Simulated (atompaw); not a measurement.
**Plane-wave convergence, PAW (atompaw) potential for Cl (Z = 17)**

```json
{"Element": "Cl", "Generator": "atompaw 4.2.0.5", "Type": "PAW", "Functional": "PBE", "Relativity": "scalar-relativistic", "Frozen core": "[Ne]", "Valence charge": "7", "Reference configuration": "3s2 3p5", "Partial waves": "3s (bound): rc 1.05 bohr; 3s channel at 2.85 Ry: rc 1.30 bohr; 3p (bound): rc 1.30 bohr; 3p channel at 3.98 Ry: rc 1.30 bohr; 3d channel at 0.25 Ry: rc 1.30 bohr; 3d channel at 1.15 Ry: rc 1.30 bohr", "Local potential": "bessel scheme, radius 1.25 bohr", "Core correction": "smooth core density matched at 1.25 bohr", "Augmentation charge": "sinc compensation charge, radius 1.00 bohr; PAW radius 1.30 bohr; waves and projectors: custom rrkj gramschmidtortho"}
```

The pseudo-atom Hamiltonian at the reference potential is diagonalised in spherical Bessel functions j_l(qr) that vanish at 20 bohr, with q² up to the cutoff. All-electron valence levels (Ry): 3s -1.5208, 3p -0.6317.

How do the lowest levels (Ry) of each channel move with the cutoff, and are there ghosts?

| cutoff (Ry) | s #1 | s #2 | p #1 | p #2 | d #1 | f #1 | f #2 | Σ f·Δε (mRy) |
| --- | --- | --- | --- | --- | --- | --- | --- | --- |
| 8 | -1.4535 | -0.0228 | -0.5574 | 0.0355 | 0.0746 | 0.1188 | 0.2552 | 506.8 |
| 12 | -1.4647 | -0.0231 | -0.6144 | 0.0342 | 0.0745 | 0.1188 | 0.2552 | 199.2 |
| 21 | -1.4967 | -0.0241 | -0.6307 | 0.0339 | 0.0744 | 0.1188 | 0.2552 | 54.1 |
| 30 | -1.5134 | -0.0246 | -0.6314 | 0.0339 | 0.0743 | 0.1188 | 0.2552 | 17.2 |
| 40 | -1.5199 | -0.0248 | -0.6315 | 0.0339 | 0.0743 | 0.1188 | 0.2552 | 3.2 |
| 50 | -1.5201 | -0.0248 | -0.6317 | 0.0339 | 0.0743 | 0.1188 | 0.2552 | 2.0 |
| 70 | -1.5207 | -0.0248 | -0.6318 | 0.0339 | 0.0743 | 0.1188 | 0.2552 | 0.6 |
| 90 | -1.5208 | -0.0248 | -0.6318 | 0.0339 | 0.0743 | 0.1188 | 0.2552 | 0.3 |
| 400 | -1.5209 | -0.0248 | -0.6318 | 0.0339 | 0.0743 | 0.1188 | 0.2552 | 0.0 |

Result: no extra level below or beside the all-electron valence levels (s, p, d, f tested); 10 mRy is reached at 35 Ry and 1 mRy at 70 Ry.
